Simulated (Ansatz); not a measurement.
One change: `O[B](F)[InH2]` becomes `BCB(O)F`.

Ansatz, PBE0-D4/def2-TZVP geometries, multiplicity 1. Each molecule was computed in one conformer, which needn't be the lowest.

Elements past krypton have def2 core potentials.

```
                                          property  `O[B](F)[InH2]`
    zero-point energy (PBE0-D4/def2-TZVP) / kJ/mol             86.9
             HOMO–LUMO gap (B3LYP/def2-TZVPP) / eV             4.92
size of the dipole moment (ωB97M-V/def2-TZVPP) / D             2.03
             HOMO energy (ωB97M-V/def2-TZVPP) / eV            -9.57
                LUMO energy (PBE0/def2-TZVPP) / eV            -2.06
              HOMO–LUMO gap (PBE0/def2-TZVPP) / eV             5.38
```

Task: Give the same properties after the change, and the shifts. (Estimate.)

Result: Ansatz gave: 
```tsv
property	`BCB(O)F`	shift
zero-point energy (PBE0-D4/def2-TZVP) / kJ/mol	183.6	96.7
HOMO–LUMO gap (B3LYP/def2-TZVPP) / eV	7.19	2.27
size of the dipole moment (ωB97M-V/def2-TZVPP) / D	2.40	0.37
HOMO energy (ωB97M-V/def2-TZVPP) / eV	-11.59	-2.02
LUMO energy (PBE0/def2-TZVPP) / eV	-1.64	0.42
HOMO–LUMO gap (PBE0/def2-TZVPP) / eV	7.61	2.23
```

With PBE0 the HOMO falls by 1.81 eV and the LUMO rises by 0.42 eV, so the gap widens by about 2.23 eV. PBE moves the HOMO by -1.53 eV and ωB97M-V by -2.02 eV. The zero-point energy changes by 96.7 kJ/mol with +9 modes. Dipoles are sizes alone; their direction can turn.

B3LYP here is the variant with VWN-RPA as its local correlation; programs differ in this.
